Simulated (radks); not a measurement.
The mean radii <r> (bohr) of the occupied orbitals of an atom or ion are listed with their occupations. Calculated with a radial shooting solver on a logarithmic mesh with Libxc functionals: scalar-relativistic Kohn-Sham, PBE, spin-polarised, spherical densities, finite nucleus; Fermi nuclear charge, rms radius of each element as measured or else 0.836 A^(1/3) + 0.57 fm.

| orbital | occ. | <r> |
|---|---|---|
| 1s down | 1 | 0.05845 |
| 1s up | 1 | 0.05846 |
| 2s up | 1 | 0.2671 |
| 2s down | 1 | 0.2667 |
| 2p up | 3 | 0.2357 |
| 2p down | 3 | 0.2353 |
| 3s up | 1 | 0.8106 |
| 3s down | 1 | 0.8131 |
| 3p up | 3 | 0.8564 |
| 3p down | 3 | 0.8614 |
| 3d up | 5 | 1.064 |
| 3d down | 1 | 1.116 |

Name the element and its charge. Open shells, if any, are filled with parallel spins first.

Answer. Z = 26, iron, charge +2: Fe2+ in [Ar] 3d6. The 1s radius gives Z: for a bare nucleus <r> = (2 gamma + 1)/(2Z) with gamma = sqrt(1 - (Z/c)^2), 0.05699 bohr for Z = 26, and screening makes it slightly larger (0.05845 here). The occupations add up to 24, and the charge is Z minus that.
